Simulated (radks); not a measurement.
Values are calculated unless marked as measured or tabulated.
The iron ion Fe2+, configuration [Ar] 3d6. Level of theory: scalar-relativistic Kohn-Sham, PBEsol, spin-polarised, spherical densities, finite nucleus; open shells are filled with parallel spins first; Fermi nuclear charge, rms radius 3.7377 fm (a radial shooting solver on a logarithmic mesh with Libxc functionals).

Unscreened Slater integrals over Kohn-Sham orbitals (cm^-1). They are taken over the spin-up orbitals.

F0(3d,3d): 191760
F2(3d,3d): 87831
F4(3d,3d): 54465
F0(3d,3p): 209160
F2(3d,3p): 98066
G1(3d,3p): 121730
G3(3d,3p): 73451
F0(3d,3s): 214010
G2(3d,3s): 92155
F0(3p,3p): 231530
F2(3p,3p): 115620
F0(3p,3s): 237350
G1(3p,3s): 157150
F0(3s,3s): 243720

Derived for the open shells (J is the average intra-shell exchange parameter used in DFT+U). 3d: Racah B = F2/49 - 5 F4/441 = 1175 cm^-1, C = 35 F4/441 = 4323 cm^-1, C/B = 3.68, F4/F2 = 0.620, J = (F2 + F4)/14 = 10160 cm^-1.
